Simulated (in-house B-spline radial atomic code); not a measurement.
## Neutral barium: [Kr] 4d10 5s1 5p6 5d1 6s2 (an excited or competing configuration)

All numbers are computed (Dirac-Hartree-Fock, average of configuration; Fermi nucleus of rms radius 4.8378 fm) with an all-electron radial atomic-structure program (B-spline basis), not measured.

Z_r = [3n² - l(l+1)]/(2<r>); Z_e = n√(-2ε); the last column is Slater's effective charge. Values are occupation-weighted means over j. An effective charge above Z reflects the relativistic contraction of the inner shells.

| shell | electrons | ε (eV) | <r> (bohr) | Z_r | Z_e | Slater |
| --- | --- | --- | --- | --- | --- | --- |
| 1s | 2 | -37661 | 0.02557 | 58.65 | 52.61 | 55.70 |
| 2s | 2 | -6061.4 | 0.1092 | 54.96 | 42.21 | 51.85 |
| 2p | 6 | -5439 | 0.096 | 52.08 | 39.99 | 51.85 |
| 3s | 2 | -1328.5 | 0.2903 | 46.50 | 29.64 | 44.75 |
| 3p | 6 | -1123.1 | 0.2884 | 43.34 | 27.26 | 44.75 |
| 3d | 10 | -819.66 | 0.2658 | 39.51 | 23.29 | 34.85 |
| 4s | 2 | -283.46 | 0.6742 | 35.60 | 18.26 | 28.25 |
| 4p | 6 | -214.32 | 0.7136 | 32.23 | 15.88 | 28.25 |
| 4d | 10 | -109.36 | 0.7984 | 26.30 | 11.34 | 16.85 |
| 5s | 1 | -47.359 | 1.652 | 22.70 | 9.33 | 10.60 |
| 5p | 6 | -26.205 | 1.895 | 19.26 | 6.94 | 10.60 |
| 5d | 1 | -6.2778 | 3.002 | 11.49 | 3.40 | 3.00 |
| 6s | 2 | -4.761 | 4.846 | 11.14 | 3.55 | 2.85 |

The least bound orbital is 6s1/2 at -4.761 eV, and it is also the most diffuse (<r> = 4.846 bohr). The part-filled 5s shell lies below the filled 6s shell in orbital energy.

Spin-orbit splittings of the orbital energies (j = l + 1/2 above j = l - 1/2 when positive): 2p 383.1 eV, 3p 75.9 eV, 3d 15.95 eV, 4p 15.97 eV, 4d 2.759 eV, 5p 2.361 eV, 5d 0.1058 eV.

For the 1s electron the small component carries 4.28 % of the norm, the zero-frequency Breit interaction raises the level by 97.76 eV, self-energy by 56.65 eV, and vacuum polarisation lowers it by 8.185 eV.
